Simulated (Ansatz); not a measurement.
`CO[Si]Cl` + H₂ → `[SiH]Cl` + CH₃OH at 500 K and 1 bar (hydrogenolysis of the Si–O bond).

Calculated with Ansatz (gas phase, PBE0-D4/def2-TZVP geometries, no zero-point term in ΔE). CBS: MP2 limit from def2 TZ/QZ plus the TZ coupled-cluster correction, frozen cores. This one scheme is used for every species. One conformer a species, not always the lowest.

```json
{"species": "`CO[Si]Cl`", "CCSD(T)/CBS energy (Eh)": "-863.93892", "H − E (kJ/mol)": "150.1", "S (J/(mol·K))": "365.4"}
{"species": "H₂", "CCSD(T)/CBS energy (Eh)": "-1.17544", "H − E (kJ/mol)": "41.0", "S (J/(mol·K))": "145.5"}
{"species": "`[SiH]Cl`", "CCSD(T)/CBS energy (Eh)": "-749.43948", "H − E (kJ/mol)": "39.6", "S (J/(mol·K))": "274.0"}
{"species": "CH₃OH", "CCSD(T)/CBS energy (Eh)": "-115.61712", "H − E (kJ/mol)": "157.0", "S (J/(mol·K))": "265.4"}
```

H − E and S are ideal-gas, rigid-rotor, harmonic terms from PBE0-D4/def2-TZVP, for one conformer and one mirror image of each species. The MP2-based limit puts H₂ 0.8 mEh under its directly extrapolated value; such offsets cancel only in part. 1 Eh = 2625.50 kJ/mol, R = 8.31446 J/(mol·K).

**Question.** By hand: ΔE, ΔH, ΔS and ΔG.

**Answer.** ΔE = (-749.43948) + (-115.61712) − (-863.93892) − (-1.17544) = 0.05776 Eh = 151.6 kJ/mol. Δ(H − E) = 39.6 + 157.0 − 150.1 − 41.0 = 5.5, so ΔH = 157.1 kJ/mol. ΔS = 274.0 + 265.4 − 365.4 − 145.5 = 28.5 J/(mol·K). ΔG = 157.1 − 500 × (28.5)/1000 = 142.8 kJ/mol.

**Question.** By hand: the equilibrium constant, and the temperature at which ΔG would vanish if ΔH and ΔS stayed fixed.

**Answer.** log₁₀ K = −ΔG/(RT ln 10) = -14.9. ΔG = 0 at ΔH/ΔS = 5512 K, far beyond where these terms or the molecules hold.

ΔH outweighs TΔS. A doubt of 5 kJ/mol in ΔE shifts log₁₀ K by 0.5 here. Other conformers and mirror images would add mixing entropy, several J/(mol·K) or more a flexible species. These are equilibria of isolated gas molecules and say nothing of rates. Largest T1 diagnostic: 0.014 (customary marks: 0.02 for closed shells, 0.045 for open ones).
